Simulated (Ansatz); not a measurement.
Geometry optimisation, UKS PBE0-D4/STO-3G (Ansatz 0.2.0).

Input file:

```yaml
crystal:
  periodic: [false, false, false]
  atoms:
    - { symbol: Al, position_ang: [-0.6055, -0.8279, -0.8012] }
    - { symbol: C, position_ang: [1.0846, -0.1875, 0.3733] }
    - { symbol: Cl, position_ang: [0.2765, -1.526, -2.4833] }
    - { symbol: Cl, position_ang: [-2.2554, -1.7029, 0.0024] }
    - { symbol: O, position_ang: [-1.1025, 1.201, -0.7829] }
    - { symbol: C, position_ang: [-0.628, 1.15, 0.396] }
    - { symbol: H, position_ang: [1.3869, 0.2621, 1.3128] }
    - { symbol: H, position_ang: [1.7032, 0.2379, -0.4213] }
    - { symbol: H, position_ang: [1.3603, -1.2507, 0.4679] }
    - { symbol: H, position_ang: [-1.1938, 0.6496, 1.1968] }
    - { symbol: H, position_ang: [-0.0263, 1.9945, 0.7396] }
magnetization:
  spin_polarized: true
basis:
  gaussian: { orbitals: STO-3G }
hamiltonian:
  xc: pbe0
  dispersion: d4
relax:
  f_tol: 0.15
  max_steps: 25
  restrain:
    - { distance: [0, 4], at: 1.87, k: 30.0 }
    - { distance: [1, 5], at: 1.52, k: 30.0 }
    - { distance: [0, 1], at: 3.27, k: 30.0 }
```

Run as:

```bash
$ ansatz run input.yaml --threads 1 --pin off --max-ram 2048MiB --backend cpu --events-out ev --progress --plain --runs-dir out
```

Q: Where does it end, and by what steps?

A: The forces met the threshold. The restraints hold the end off the free minimum. Limits of this set-up: minimal basis. After 16 steps the energy has fallen by 3.192 eV (the restraints' own energy left out); Cl3 moved furthest, 1.66 Å. Parted: Al1–C2 (2.16 → 3.27 Å). Joined: C2–C6 (2.17 → 1.54 Å).

| step | energy less start (eV) | largest force component (eV/Å) | accepted |
| --- | --- | --- | --- |
| 0 | 0.0000 | 4.209 | yes |
| 1 | 0.2855 | 5.848 | yes |
| 2 | -0.4339 | 5.820 | yes |
| 3 | -1.2531 | 4.606 | yes |
| 4 | -1.9835 | 3.230 | yes |
| 5 | -2.6365 | 2.629 | yes |
| 6 | -2.8409 | 2.377 | yes |
| 7 | -2.9649 | 2.345 | yes |
| 8 | -3.0260 | 2.369 | yes |
| 9 | -3.0652 | 2.328 | yes |
| 10 | -3.1014 | 2.408 | yes |
| 11 | -3.1349 | 2.350 | yes |
| 12 | -3.1608 | 2.341 | yes |
| 13 | -3.1763 | 2.384 | yes |
| 14 | -3.1806 | 2.382 | yes |
| 15 | -3.1929 | 2.447 | no |
| 16 | -3.1919 | 2.369 | yes |

```xyz
11
Properties=species:S:1:pos:R:3
Al -0.994 -0.943 -1.374
C 1.096 0.214 0.860
Cl -1.141 -1.542 -3.346
Cl -1.604 -2.221 0.139
O -0.422 0.718 -1.065
C -0.154 0.951 0.352
H 1.323 0.519 1.888
H 1.962 0.446 0.230
H 0.941 -0.873 0.857
H -1.015 0.690 1.002
H 0.007 2.041 0.459
```

Run time: 90 s on 1 thread of AMD EPYC 7R43 64-Core Processor (Zen 3) (shared host), peak memory 0.2 GiB.
